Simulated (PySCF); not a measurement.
Molecule: SMILES N#Cc1ccsc1, C₅H₃NS.

Bonds (- single, = double, # triple, : aromatic): N1#C2 1.160 Å, C2-C3 1.426 Å, C3:C4 1.432 Å, C4:C5 1.366 Å, C5:S6 1.718 Å, S6:C7 1.705 Å, C7:C3 1.380 Å. C4 carries H8; C5 carries H9; C7 carries H10.

Geometry PBE0-D3(BJ)/def2-SVP throughout; GIAO in PySCF 2.14, gas phase, one conformer, non-relativistic; equivalent atoms averaged; basis pcSseg-1.

(1) How do the absolute shieldings σ depend on the functional? (a selection of nuclei; ppm; last column core-seconds on shared hosts with different chips, so compare them loosely; the GGAs took longer than the global hybrids here, which isn't the general rule, and the cause wasn't traced)

(2) Which nucleus among those listed moves most, in ppm?

Results:

(1) 
```
functional                    kind     N1    C7    C5    C4    C2    C3     S6    H10     H9  core-s
        HF            Hartree–Fock  -61.7  37.1  53.4  54.8  70.8  73.6  324.5  23.59  24.33     5.3
       LDA                     LDA  -64.3  36.9  44.6  41.7  57.7  61.6  209.0  23.30  23.71      14
      BP86                     GGA  -52.2  41.5  49.2  46.3  62.5  65.1  237.0  23.81  24.22      17
       KT2                     GGA  -32.6  54.0  61.7  58.0  73.9  75.6  289.8  23.81  24.23      18
     B97-D                     GGA  -42.9  44.5  52.4  49.9  65.4  68.1  249.5  24.00  24.42      17
      PBE0           global hybrid  -54.8  41.1  50.5  48.8  64.8  67.5  260.0  23.59  24.05      16
      WP04           global hybrid  -58.3  25.9  36.0  36.5  56.7  55.0  215.0  24.08  24.55      11
     B97-2           global hybrid  -47.8  43.6  52.9  51.2  66.7  69.5  266.9  23.75  24.22      10
   wB97X-D  range-separated hybrid  -53.0  38.0  48.4  47.9  64.5  66.4  257.2  23.63  24.12      15
```

(2) S6 (aromatic ring sulfur): from 209.0 ppm with LDA to 324.5 ppm with HF. The smallest spread is 0.78 ppm, at H10. Proton shifts span only some 12 ppm, so a few tenths of a ppm matter as much there as several ppm in carbon.
